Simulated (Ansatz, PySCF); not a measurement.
Ga(Cl)(OMe)(NH2) (CH5ClGaNO), SMILES C[O][Ga]([NH2])[Cl]. Atoms are numbered in the order given.

```xyz
10

Ga    -0.0181     0.1310     0.0810
Cl     1.3672    -0.1208     1.6835
O      0.0816    -1.0537    -1.2385
C     -0.7684    -0.9847    -2.3590
H     -0.8532     0.0365    -2.7819
H     -0.3611    -1.6346    -3.1521
H     -1.7924    -1.3420    -2.1328
N     -1.1401     1.5377     0.0553
H     -1.2475     2.1462     0.8592
H     -1.9210     1.6123    -0.5867
```

Geometry: r2SCAN-D4/def2-SVP. The structure was generated by enumeration; whether it is a known compound was not checked. One conformer was computed; it need not be the lowest.

Two levels are set side by side: PBE-D3(BJ)/def2-SVP (Ansatz, a quantum-chemistry and plane-wave program) and r2SCAN-D4/def2-SVP (Ansatz). Each level has its own optimised geometry; the coordinates shown are those of the second. Frequencies come from the Hessian of PySCF at each geometry. Differences are taken from unrounded values.

```json
[
 {"quantity": "mean bond length (Å)", "r2SCAN-D4": "1.385", "PBE-D3(BJ)": "1.397", "PBE-D3(BJ) minus r2SCAN-D4": "0.012"},
 {"quantity": "bond Ga1–Cl2 (Å)", "r2SCAN-D4": "2.133", "PBE-D3(BJ)": "2.150", "PBE-D3(BJ) minus r2SCAN-D4": "0.016"},
 {"quantity": "bond Ga1–O3 (Å)", "r2SCAN-D4": "1.776", "PBE-D3(BJ)": "1.797", "PBE-D3(BJ) minus r2SCAN-D4": "0.021"},
 {"quantity": "bond Ga1–N8 (Å)", "r2SCAN-D4": "1.800", "PBE-D3(BJ)": "1.823", "PBE-D3(BJ) minus r2SCAN-D4": "0.024"},
 {"quantity": "bond O3–C4 (Å)", "r2SCAN-D4": "1.408", "PBE-D3(BJ)": "1.414", "PBE-D3(BJ) minus r2SCAN-D4": "0.005"},
 {"quantity": "bond C4–H5 (Å)", "r2SCAN-D4": "1.109", "PBE-D3(BJ)": "1.117", "PBE-D3(BJ) minus r2SCAN-D4": "0.008"},
 {"quantity": "bond C4–H6 (Å)", "r2SCAN-D4": "1.103", "PBE-D3(BJ)": "1.112", "PBE-D3(BJ) minus r2SCAN-D4": "0.009"},
 {"quantity": "bond C4–H7 (Å)", "r2SCAN-D4": "1.108", "PBE-D3(BJ)": "1.116", "PBE-D3(BJ) minus r2SCAN-D4": "0.008"},
 {"quantity": "bond N8–H9 (Å)", "r2SCAN-D4": "1.014", "PBE-D3(BJ)": "1.023", "PBE-D3(BJ) minus r2SCAN-D4": "0.009"},
 {"quantity": "bond N8–H10 (Å)", "r2SCAN-D4": "1.014", "PBE-D3(BJ)": "1.023", "PBE-D3(BJ) minus r2SCAN-D4": "0.009"},
 {"quantity": "highest harmonic wavenumber (cm⁻¹)", "r2SCAN-D4": "3706", "PBE-D3(BJ)": "3599", "PBE-D3(BJ) minus r2SCAN-D4": "-107"},
 {"quantity": "mean harmonic wavenumber (cm⁻¹)", "r2SCAN-D4": "1235", "PBE-D3(BJ)": "1205", "PBE-D3(BJ) minus r2SCAN-D4": "-30"},
 {"quantity": "zero-point energy (kcal/mol)", "r2SCAN-D4": "42.36", "PBE-D3(BJ)": "41.33", "PBE-D3(BJ) minus r2SCAN-D4": "-1.03"}
]
```
